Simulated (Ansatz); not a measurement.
Consider the redistribution: `C=[C](C)[AlH2]` + `C[SiH2][N](C)[AlH2]` → `C=[C](C)[AlH][CH3]` + `C[SiH2][NH][AlH2]`.

Computed with Ansatz on PBE0-D4/def2-TZVP structures; ΔE is electronic, products minus reactants. CCSD(T)/CBS adds triple-zeta CCSD(T) − MP2 to the extrapolated MP2 energy (def2 sets, frozen cores). Functionals use def2-TZVPP. B3LYP here is the variant with VWN-RPA as its local correlation; programs differ in this. Each species was taken in one conformer, which may not be the lowest.

```
             level  ΔE (kcal/mol)  difference from CCSD(T)/CBS
            PBE-D4          -21.0                          0.9
          B3LYP-D4          -20.9                          1.0
           ωB97X-V          -20.7                          1.2
           ωB97M-V          -21.9                          0.0
            B2PLYP          -22.1                         -0.2
            r2SCAN          -22.9                         -1.0
     HF/def2-QZVPP          -21.4                          0.5
    MP2/def2-QZVPP          -22.3                         -0.4
SCS-MP2/def2-QZVPP          -21.4                          0.5
     MP2/CBS(def2)          -22.6                         -0.7
       CCSD(T)/CBS          -21.9                            0
```

Largest T1 diagnostic among the species: 0.011.

The D4 term adds +1.5 kcal/mol with B3LYP and +0.8 kcal/mol with PBE0; it sums over pairs of atoms, weighted by their polarisabilities, and B3LYP, whose exchange is more repulsive, gets the larger term.
